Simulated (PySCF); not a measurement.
C3H10OSi (SMILES CO[SiH](C)C), singlet, at a GFN2-xTB geometry; M062X/6-31G run with PySCF.

PySCF was given this input:
```python
from pyscf import gto, scf, dft, solvent

mol = gto.M(
    atom='''
Si   -0.36675138   -0.05511610   -0.43812856
C    -1.24421669    1.61578615   -0.55712906
C    -1.27709506   -1.24986970    0.73450234
O     1.10487854    0.35760015    0.12915782
C     2.16501250   -0.47866894    0.47951788
H    -0.24106612   -0.71016511   -1.75264544
H    -2.23728455    1.48940003   -0.97437540
H    -0.70080656    2.30270175   -1.19679374
H    -1.35036338    2.08613573    0.41536555
H    -0.77262670   -2.21099946    0.79620520
H    -1.33268420   -0.84577347    1.74264273
H    -2.29305958   -1.44002184    0.40399370
H     2.51776417   -1.04292084   -0.38738106
H     1.86639863   -1.18619493    1.25689012
H     2.97701486    0.14517717    0.85528867
''',
    basis='6-31g',
    verbose=4,
)

mf = dft.RKS(mol)
mf.xc = 'm062x'
mf.kernel()
```

Output, abridged:

```
PySCF version 2.14.0

[INPUT] verbose = 4
[INPUT] num. atoms = 15
[INPUT] num. electrons = 50
[INPUT] charge = 0
[INPUT] spin (= nelec alpha-beta = 2S) = 0
[INPUT] symmetry False subgroup None
[INPUT] Mole.unit = angstrom
[INPUT] Symbol           X                Y                Z      unit          X                Y                Z       unit  Magmom
[INPUT]  1 Si    -0.366751380000  -0.055116100000  -0.438128560000 AA   -0.693059664006  -0.104154334054  -0.827942985750 Bohr   0.0
[INPUT]  2 C     -1.244216690000   1.615786150000  -0.557129060000 AA   -2.351228783713   3.053393299365  -1.052821339436 Bohr   0.0
[INPUT]  3 C     -1.277095060000  -1.249869700000   0.734502340000 AA   -2.413359898435  -2.361911424392   1.388008260452 Bohr   0.0
[INPUT]  4 O      1.104878540000   0.357600150000   0.129157820000 AA    2.087917841509   0.675766345603   0.244072906646 Bohr   0.0
[INPUT]  5 C      2.165012500000  -0.478668940000   0.479517880000 AA    4.091280681260  -0.904553200936   0.906157465032 Bohr   0.0
[INPUT]  6 H     -0.241066120000  -0.710165110000  -1.752645440000 AA   -0.455548944712  -1.342017561122  -3.312019875068 Bohr   0.0
[INPUT]  7 H     -2.237284550000   1.489400030000  -0.974375400000 AA   -4.227855062221   2.814558146619  -1.841302648514 Bohr   0.0
[INPUT]  8 H     -0.700806560000   2.302701750000  -1.196793740000 AA   -1.324332464699   4.351475654057  -2.261612396194 Bohr   0.0
[INPUT]  9 H     -1.350363380000   2.086135730000   0.415365550000 AA   -2.551816956842   3.942225188370   0.784927131079 Bohr   0.0
[INPUT] 10 H     -0.772626700000  -2.210999460000   0.796205200000 AA   -1.460052859526  -4.178183440961   1.504609766955 Bohr   0.0
[INPUT] 11 H     -1.332684200000  -0.845773470000   1.742642730000 AA   -2.518408148535  -1.598280221723   3.293117492664 Bohr   0.0
[INPUT] 12 H     -2.293059580000  -1.440021840000   0.403993700000 AA   -4.333254593510  -2.721246890992   0.763437449050 Bohr   0.0
[INPUT] 13 H      2.517764170000  -1.042920840000  -0.387381060000 AA    4.757884727543  -1.970834757201  -0.732044109244 Bohr   0.0
[INPUT] 14 H      1.866398630000  -1.186194930000   1.256890120000 AA    3.526982249963  -2.241583548048   2.375178095472 Bohr   0.0
[INPUT] 15 H      2.977014860000   0.145177170000   0.855288670000 AA    5.625742754160   0.274345090839   1.616261343744 Bohr   0.0

nuclear repulsion = 248.374566083517
number of shells = 47
number of NR pGTOs = 174
number of NR cGTOs = 69
basis = 6-31g
ecp = {}

******** <class 'pyscf.dft.rks.RKS'> ********
method = RKS
initial guess = minao
damping factor = 0
level_shift factor = 0
DIIS = <class 'pyscf.scf.diis.CDIIS'>
diis_start_cycle = 1
diis_space = 8
diis_damp = 0
SCF conv_tol = 1e-09
SCF conv_tol_grad = None
SCF max_cycles = 50
direct_scf = True
direct_scf_tol = 1e-13
XC library pyscf.dft.libxc version 7.1.2
    S. Lehtola, C. Steigemann, M. J. T. Oliveira, and M. A. L. Marques,  SoftwareX 7, 1–5 (2018)
XC functionals = m062x
    Y. Zhao and D. G. Truhlar,  Theor. Chem. Acc. 120, 215 (2008)
    Y. Zhao and D. G. Truhlar,  Theor. Chem. Acc. 120, 215 (2008)
radial grids:
    Treutler-Ahlrichs [JCP 102, 346 (1995); DOI:10.1063/1.469408] (M4) radial grids

becke partition: Becke, JCP 88, 2547 (1988); DOI:10.1063/1.454033
pruning grids: <function nwchem_prune>
grids dens level: 3
symmetrized grids: False
atomic radii adjust function: <function treutler_atomic_radii_adjust>
small_rho_cutoff = 0
Set gradient conv threshold to 3.16228e-05
Initial guess from minao.
tot grids = 173696
init E= -485.312174859558
  HOMO = -0.337380136454636  LUMO = 0.0250127717780413  gap/eV = 9.86121
cycle= 1 E= -484.778398658863  delta_E= 0.534  |g|=  0.6  |ddm|= 3.16
  HOMO = -0.225965877947964  LUMO = 0.0960736752973146  gap/eV = 8.76314
cycle= 2 E= -484.760352223351  delta_E= 0.018  |g|= 0.711  |ddm|= 1.19
  HOMO = -0.330293971824595  LUMO = 0.0827504169941469  gap/eV = 11.23951
cycle= 3 E= -484.857383084266  delta_E= -0.097  |g|= 0.0588  |ddm|= 0.665
  HOMO = -0.327048995937935  LUMO = 0.0847885142299907  gap/eV = 11.20667
cycle= 4 E= -484.858028082734  delta_E= -0.000645  |g|= 0.0265  |ddm|= 0.0668
  HOMO = -0.327313958352061  LUMO = 0.0855802644346977  gap/eV = 11.23542
cycle= 5 E= -484.858210738847  delta_E= -0.000183  |g|= 0.00149  |ddm|= 0.0253
  HOMO = -0.327590072390118  LUMO = 0.08528049267794  gap/eV = 11.23478
cycle= 6 E= -484.85821162893  delta_E= -8.9e-07  |g|= 0.000433  |ddm|= 0.00345
  HOMO = -0.327523505890568  LUMO = 0.0853417116227915  gap/eV = 11.23463
cycle= 7 E= -484.858211701601  delta_E= -7.27e-08  |g|= 0.000121  |ddm|= 0.000927
  HOMO = -0.327519606349163  LUMO = 0.0853472379183613  gap/eV = 11.23468
cycle= 8 E= -484.858211706008  delta_E= -4.41e-09  |g|= 3.98e-05  |ddm|= 0.00018
  HOMO = -0.327523329299682  LUMO = 0.0853437452350123  gap/eV = 11.23469
cycle= 9 E= -484.85821170655  delta_E= -5.42e-10  |g|= 7.65e-06  |ddm|= 7.13e-05
  HOMO = -0.3275227800131  LUMO = 0.0853444953169329  gap/eV = 11.23469
Extra cycle  E= -484.858211706554  delta_E= -4.89e-12  |g|= 6.93e-06  |ddm|= 1.62e-05
converged SCF energy = -484.858211706554
```
